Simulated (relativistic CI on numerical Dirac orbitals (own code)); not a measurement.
Judd-Ofelt analysis for Yb4+

Calculated at this level of theory: Dirac-Coulomb-Breit CI, separate exchange-only KLI orbitals for each configuration, model QED, valence Slater integrals scaled by 0.85 (own radial code, finite nucleus).

Configuration 4f12 alone, in intermediate coupling. Take Ω₂ = 8.0, Ω₄ = 1.85, Ω₆ = 0.41 (10⁻²⁰ cm²) and refractive index n = 2.04 as given. A_ED = 64π⁴e²ν³ n(n² + 2)²/[27h(2J + 1)] Σ Ω_λ |U^λ|², in Gaussian units with ν in cm⁻¹, and A_MD is n³ times the free-ion magnetic-dipole rate; a dash marks a rate that is forbidden or under 2 % of the level's free-ion decay.

Emitting level 1D_2 at 32639 cm⁻¹ (radiative decay alone: multiphonon quenching in a host is left out, and the level can lie too high or too low):

```tsv
To	ν (cm⁻¹)	U² squared	U⁴ squared	U⁶ squared	Free-ion A(M1) (s⁻¹)
3H_6	32639	0.0000	0.2843	0.0866	-
3F_4	26521	0.5454	0.0790	0.0297	-
3H_5	23196	0.0000	0.0003	0.0234	-
3H_4	18366	0.1195	0.0066	0.2145	-
3F_3	15856	0.1478	0.0580	0.0000	28.2
3F_2	15164	0.0622	0.2987	0.0000	16.1
1G_4	9193	0.2074	0.1829	0.0016	-
```

(1) Give the rates, branching ratios and the radiative lifetime.

Results:

(1) The rates are:

| To | λ (nm) | A_ED (s⁻¹) | A_MD (s⁻¹) | β (%) |
| --- | --- | --- | --- | --- |
| 3H_6 | 306 | 24300 | 0 | 16.1 |
| 3F_4 | 377 | 105000 | 0 | 69.6 |
| 3H_5 | 431 | 156 | 0 | 0.1 |
| 3H_4 | 544 | 8150 | 0 | 5.4 |
| 3F_3 | 631 | 6400 | 239 | 4.4 |
| 3F_2 | 659 | 4560 | 136 | 3.1 |
| 1G_4 | 1088 | 1930 | 0 | 1.3 |

τ_rad = 6.63e-06 s. Computed level positions enter as ν³, so measured ones would change the rates. For the strongest line (377 nm) and an assumed effective width Δλ = 4.3 nm (300 cm⁻¹), the Füchtbauer-Ladenburg formula σ = λ⁴A/(8πcn²Δλ) gives a peak emission cross-section of 16 × 10⁻²⁰ cm². The line to 3F_4 has a large U² element and is therefore hypersensitive to the surroundings through Ω₂.
